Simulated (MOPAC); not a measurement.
MOPAC input (AM1):

```
AM1 1SCF GEO-OK AUX(PRECISION=9) THREADS=1
ITl

Tl   -0.00000000 1   -0.00000000 1   -1.13760339 1
I     0.00000000 1    0.00000000 1    1.73860141 1
```

Output:

```
 *******************************************************************************
 **                                                                           **
 **                              MOPAC v23.2.5                                **
 **                                                                           **
 *******************************************************************************
 ** MOPAC's Digital Object Identifier: https://doi.org/10.5281/zenodo.6511958 **
 **                                                                           **
 ** Please cite the open-source release paper for use of this MOPAC version:  **
 ** J. E. Moussa and J. J. P. Stewart (2026)                                  **
 ** MOPAC: An open-source semiempirical molecular orbital program             **
 ** J. Open Source Softw., 11(119), 8025, https://doi.org/10.21105/joss.08025 **
 *******************************************************************************

                              AM1 CALCULATION RESULTS

 *******************************************************************************
 *  AM1        - The AM1 Hamiltonian to be used
 *  GEO-OK     - OVERRIDE INTERATOMIC DISTANCE AND OTHER SAFETY CHECKS
 *  1SCF       - DO 1 SCF AND THEN STOP
 *  AUX        - OUTPUT AUXILIARY INFORMATION
 *******************************************************************************
AM1 1SCF GEO-OK AUX(PRECISION=9) THREADS=1
 ITl

   ATOM   CHEMICAL          X               Y               Z
  NUMBER   SYMBOL      (ANGSTROMS)     (ANGSTROMS)     (ANGSTROMS)

     1      Tl         -0.00000000  *  -0.00000000  *  -1.13760339  *
     2       I          0.00000000  *   0.00000000  *   1.73860141  *

          CARTESIAN COORDINATES

    NO.       ATOM           X           Y           Z

     1        Tl         -0.0000     -0.0000     -1.1376
     2         I          0.0000      0.0000      1.7386

  I: (AM1): M.J.S. DEWAR AND E. G. ZOEBISCH, THEOCHEM, 180, 1 (1988).
 Tl: (AM1): J. J. P. STEWART, J. MOL. MOD., 10, 155-164 (2004)

           Empirical Formula: Tl I  =     2 atoms

      MOLECULAR POINT GROUP   :   C*v

      RHF CALCULATION, NO. OF DOUBLY OCCUPIED LEVELS = 5

 -------------------------------------------------------------------------------
 AM1 1SCF GEO-OK AUX(PRECISION=9) THREADS=1
 ITl

     1SCF WAS SPECIFIED, SO BFGS WAS NOT USED
     SCF FIELD WAS ACHIEVED

                              AM1 CALCULATION
                                                       MOPAC v23.2.5 Linux

          FINAL HEAT OF FORMATION =          5.85387 KCAL/MOL =      24.49260 KJ/MOL

          COSMO AREA              =        107.08 SQUARE ANGSTROMS
          COSMO VOLUME            =         94.53 CUBIC ANGSTROMS

          IONIZATION POTENTIAL    =          8.510656 EV
          HOMO LUMO ENERGIES (EV) =         -8.511  1.999
          NO. OF FILLED LEVELS    =          5
          MOLECULAR WEIGHT        =        331.2745         POINT GROUP:  C*v

          MOLECULAR DIMENSIONS (Angstroms)

            Atom       Atom       Distance
            I     2   Tl     1     2.87620
            I     2   Tl     1     0.00000
           Tl     1    I     2     0.00000

          SCF CALCULATIONS        =          1

   ATOM   CHEMICAL          X               Y               Z
  NUMBER   SYMBOL      (ANGSTROMS)     (ANGSTROMS)     (ANGSTROMS)

     1      Tl         -0.00000000  *  -0.00000000  *  -1.13760339  *
     2       I          0.00000000  *   0.00000000  *   1.73860141  *

                             CARTESIAN COORDINATES

   1   Tl       -0.000000000    -0.000000000    -1.137603390
   2    I        0.000000000     0.000000000     1.738601410

           Empirical Formula: Tl I  =     2 atoms

      MOLECULAR POINT GROUP   :   C*v

                  EIGENVALUES
 -26.64439 -12.66797  -9.08112  -8.51066  -8.51066   1.99861   2.74944   2.74944

              NET ATOMIC CHARGES AND DIPOLE CONTRIBUTIONS

  ATOM NO.   TYPE          CHARGE      No. of ELECS.   s-Pop       p-Pop
    1         Tl           0.486039        2.5140     1.97546     0.53850
    2          I          -0.486039        7.4860     1.95554     5.53049
 DIPOLE           X         Y         Z       TOTAL
 POINT-CHG.     0.000     0.000    -6.715     6.715
 HYBRID        -0.000    -0.000    -0.548     0.548
 SUM           -0.000    -0.000    -7.263     7.263

          ATOMIC ORBITAL ELECTRON POPULATIONS

     Atom    s        px        py        pz
    1 Tl   1.97546   0.05999   0.05999   0.41853
    2  I   1.95554   1.94001   1.94001   1.65047

 **********************
 *                    *
 * JOB ENDED NORMALLY *
 *                    *
 **********************

 == MOPAC DONE ==
```

The geometry given is a B3LYP-D3(BJ)/def2-TZVP minimum.
